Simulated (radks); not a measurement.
Results of a calculation; reference values are marked as such.
These are the eigenvalues of the occupied orbitals of an atom or ion with whole-number occupations (eV). Code: a radial shooting solver on a logarithmic mesh with Libxc functionals. Model: scalar-relativistic Kohn-Sham, PBE, spin-polarised, spherical densities, finite nucleus; Fermi nuclear charge, rms radius of each element as measured or else 0.836 A^(1/3) + 0.57 fm.

| orbital | eigenvalue |
|---|---|
| 1s up | -58289.78 |
| 1s down | -58271.11 |
| 2s up | -14096.12 |
| 2s down | -14061.59 |
| 2p up | -13293.68 |

Which element is it, and in what charge state? The configuration may be excited. Open shells, if any, are filled with parallel spins first.

Answer. Z = 65, terbium, charge +60: Tb60+ in [He] 2s2 2p1. The list shows which subshells hold electrons but not how many an open one holds; the 1s level, -2142.1 hartree, gives Z - s = 65.5 by -(Z - s)^2/2, which with screening and relativity narrows Z to a few neighbours, and the depths of the outer levels then fix element, charge and occupations together.
